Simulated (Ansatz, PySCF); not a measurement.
CH₂Li₂, SMILES [Li][CH2][Li]. Atoms are numbered in the order given.

```xyz
5

C      0.0000     0.0000     0.3364
H      0.0000    -0.8865     0.9972
H      0.0000     0.8865     0.9972
Li    -1.6603     0.0000    -0.6627
Li     1.6603     0.0000    -0.6627
```

Geometry optimised at r2SCAN-D4/def2-TZVPD.

Two levels are set side by side: PBE-D3(BJ)/def2-TZVPD (Ansatz, a program for electronic structure) and r2SCAN-D4/def2-TZVPD (PySCF). Each level has its own optimised geometry; the coordinates shown are those of the second. Frequencies come from the Hessian of PySCF at each geometry. Differences are taken from unrounded values.

```csv
quantity,r2SCAN-D4,PBE-D3(BJ),PBE-D3(BJ) minus r2SCAN-D4
mean bond length (Å),1.522,1.527,0.005
bond C1–Li4 (Å),1.938,1.942,0.004
bond C1–Li5 (Å),1.938,1.942,0.004
bond C1–H2 (Å),1.106,1.111,0.006
bond C1–H3 (Å),1.106,1.111,0.006
highest harmonic wavenumber (cm⁻¹),2989,2947,-42
mean harmonic wavenumber (cm⁻¹),1039,1019,-20
zero-point energy (kcal/mol),13.36,13.11,-0.26
```

On these quantities the two levels nearly agree.
